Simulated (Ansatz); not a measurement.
The first iterations of a band of ClGeH$_{3}$ (5 atoms, charge 0, multiplicity 1).

Computed with RKS revPBE-D4/def2-SVP in Ansatz 0.2.0.

- movable images: 5
- climbing image: yes
- spring: 5.0 eV/Å²
- optimiser: fire
- start path: through a guess of the saddle point
- force threshold: 0.03 eV/Å
- iteration limit: 60
- end points: relaxed
- largest step: 0.5 Å

First end point:

```xyz
5
Properties=species:S:1:pos:R:3
Ge 0.268 0.019 0.189
H 0.241 -0.037 1.737
H 1.718 -0.037 -0.352
H -0.487 1.262 -0.344
Cl -0.779 -1.754 -0.551
```

Last end point:

```xyz
5
Properties=species:S:1:pos:R:3
Ge 0.125 0.093 -0.969
H 1.026 0.200 1.315
H 1.622 -0.091 0.909
H -0.758 1.016 0.036
Cl -1.054 -1.765 -0.612
```

| iteration | highest image above the first end (eV) | largest band force component (eV/Å) |
| --- | --- | --- |
| 1 | 3.867 | 4.446 |
| 2 | 3.629 | 1.946 |
| 3 | 3.173 | 2.435 |
| 4 | 2.985 | 1.904 |
| 5 | 2.696 | 1.748 |
| 6 | 2.472 | 1.798 |
| 7 | 2.354 | 1.289 |
| 8 | 2.323 | 1.146 |
| 9 | 2.299 | 0.986 |
| 10 | 2.270 | 0.788 |
| 11 | 2.251 | 0.743 |
| 12 | 2.239 | 0.636 |

Task: Does the band converge within its limit, and where does its top end?

Result: The run converged. It ended after 38 iterations with the highest image 2.215 eV above the first end. Another band between the same ends (5 images) ends at a top of the same energy, where a vibrational analysis finds 1 clearly imaginary mode. The orbitals stay closed-shell, which can raise the energy where a bond breaks towards radicals; this wasn't checked here.

The run took 3.7 min on 1 thread of Arm Neoverse V1, on a shared host, peak memory 0.11 GiB.
